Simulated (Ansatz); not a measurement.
The cluster GeBr₂⁻. Total charge -1; doublet. Geometry B3LYP-D4/def2-TZVPD, basis def2-TZVPD, Ansatz.

```xyz
3

Ge   -0.833   -0.620    0.277
Br    1.347   -1.255   -0.840
Br   -0.514    1.875    0.563
```

```tsv
run	HOMO (eV)	LUMO (eV)
A	-0.21	2.76
B	-1.35	3.55
C	0.80	1.98
D	0.51	2.35
E	-1.02	3.41
F	-2.26	4.34
```

The structure comes from a short search, and lower isomers may exist.

HOMO and LUMO are taken over both spins.

**Question.** The runs used BHLYP, CAM-B3LYP, PBE, PBE0, r2SCAN, ωB97X-V. Estimate which is which.

**Answer.** A PBE0 (25 % exact exchange); B CAM-B3LYP (range-separated); C PBE (0 % exact exchange); D r2SCAN (0 % exact exchange); E BHLYP (50 % exact exchange); F ωB97X-V (range-separated). Exact exchange lowers occupied and raises empty levels; among semilocal functionals meta-GGAs tend to open the gap a little, and such runs are hard to tell apart. The gap grows from 1.17 eV (PBE) to 6.60 eV (ωB97X-V). At PBE-D4/def2-TZVPD, r2SCAN-D4/def2-TZVPD the highest occupied level of the charge -1 doublet lies above zero (up to 0.80 eV). By energy differences its removal costs 1.83 eV (vertical, to the charge 0 singlet, at PBE-D4/def2-TZVPD); a positive level beside a positive removal energy at the same level points to self-interaction error.
